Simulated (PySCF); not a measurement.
First-order multiplets

Atom-mapped SMILES (the numbers label the heavy atoms): `[CH3:1][CH2:2][c:3]1[cH:4][cH:5][c:6]([OH:7])[c:8]([O:9][CH3:10])[cH:11]1` (H(Xn): hydrogen on atom n).

- σ from GIAO-HF/pcSseg-1
- geometry from PBE0-D3(BJ)/def2-SVP
- J couplings at B3LYP/pcJ-1 (without the spin–dipole term)
- run in PySCF 2.14
- relativity neglected, no solvent, a single conformation, rapidly exchanging positions averaged

δ = σ(ref) − σ, references computed at the same level: ¹³C (σref 190.85) and ¹H (σref 31.69) against TMS.

Spectrometer: 800 MHz for ¹H. First-order analysis; couplings under 1 Hz (under 4 Hz in carbon signals) are ignored, and nearly equal couplings are merged; the smaller ones broaden or split the lines further.

Problem. What pattern does C6 show in the proton-coupled ¹³C spectrum?

Solution. A doublet of doublets at δ 151.1: 10.2 Hz to H(C4) (1 × ¹H, 3 bonds away), 7.0 Hz to H(C11) (1 × ¹H, 3 bonds away). Lines in Hz from the centre (relative intensity): +8.6 (1), +1.6 (1), -1.6 (1), -8.6 (1). The outer lines are 17.2 Hz apart, the sum of the couplings kept, or 0.086 ppm at this field.

Problem. What pattern does C1 show in the proton-coupled ¹³C spectrum?

Solution. A quartet of triplets at δ 21.7: 133.1 Hz to H(C1) (3 × ¹H, 1 bond away), 4.0 Hz to H(C2) (2 × ¹H, 2 bonds away). Lines in Hz from the centre (relative intensity): +203.7 (1), +199.7 (2), +195.7 (1), +70.5 (3), +66.5 (6), +62.5 (3), -62.5 (3), -66.5 (6), -70.5 (3), -195.7 (1), -199.7 (2), -203.7 (1). The outer lines are 407.3 Hz apart, the sum of the couplings kept, or 2.025 ppm at this field.

Problem. What pattern does H(C2) show (¹H)?

Solution. A quartet at δ 2.31: 8.5 Hz to H(C1) (3 × ¹H, 3 bonds away). Lines in Hz from the centre (relative intensity): +12.8 (1), +4.2 (3), -4.2 (3), -12.8 (1). The outer lines are 25.5 Hz apart, the sum of the couplings kept, or 0.032 ppm at this field.

Problem. What pattern does C11 show in the proton-coupled ¹³C spectrum?

Solution. A doublet of doublets of triplets at δ 115.2: 161.1 Hz to H(C11) (1 × ¹H, 1 bond away), 8.1 Hz to H(C4) (1 × ¹H, 3 bonds away), 6.5 Hz to H(C2) (2 × ¹H, 3 bonds away). Lines in Hz from the centre (relative intensity): +91.1 (1), +84.6 (2), +83.0 (1), +78.1 (1), +76.5 (2), +70.0 (1), -70.0 (1), -76.5 (2), -78.1 (1), -83.0 (1), -84.6 (2), -91.1 (1). The outer lines are 182.2 Hz apart, the sum of the couplings kept, or 0.906 ppm at this field.

The OH or NH signal is concentration- and solvent-dependent in practice; the value given is the gas-phase one. Unscaled 3J(H,H) at this level run about 10 % above measured values.
